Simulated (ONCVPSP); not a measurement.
u(r) = r·R(r): atom against pseudo-atom (Al (Z = 13))

Columns: radius, all-electron u(r) and pseudo u(r) of the 3s shell (level -23.75 eV) of aluminium in the configuration [Ne] 3s1; PBE, scalar-relativistic, ONCV scheme, ONCVPSP 4.0.1.

```
r (bohr)  all-electron  pseudo
   0.108        0.1265  0.0334
   0.215       -0.1310  0.0683
   0.322       -0.3069  0.1057
   0.430       -0.3514  0.1463
   0.538       -0.2970  0.1892
   0.645       -0.1870  0.2340
   0.752       -0.0515  0.2817
   0.860        0.0910  0.3330
   0.968        0.2269  0.3872
   1.075        0.3484  0.4420
   1.182        0.4533  0.4956
   1.290        0.5413  0.5463
   1.398        0.6114  0.5930
   1.505        0.6642  0.6355
   1.612        0.7019  0.6740
   1.720        0.7266  0.7070
   1.828        0.7394  0.7303
   1.935        0.7419  0.7400
   2.042        0.7356  0.7356
   2.150        0.7219  0.7219
   2.258        0.7020  0.7020
   2.365        0.6776  0.6776
   2.472        0.6495  0.6495
   2.580        0.6187  0.6187
   2.688        0.5861  0.5861
   2.795        0.5529  0.5529
```

(1) How many radial nodes do the two functions have?

(2) At about which radius was the pseudo-wave matched?

(3) Is the pseudo-wave norm-conserving?

Results:

(1) The all-electron 3s function has n − l − 1 = 2; the pseudo-wave has 0, since the states of the same l below it are removed with the core.

(2) 2.05 bohr, where the columns begin to agree (steps of 0.11 bohr).

(3) Yes: the ONCV scheme keeps the norm inside the radius equal to the all-electron one, which fixes the energy derivative of the logarithmic derivative at the level.
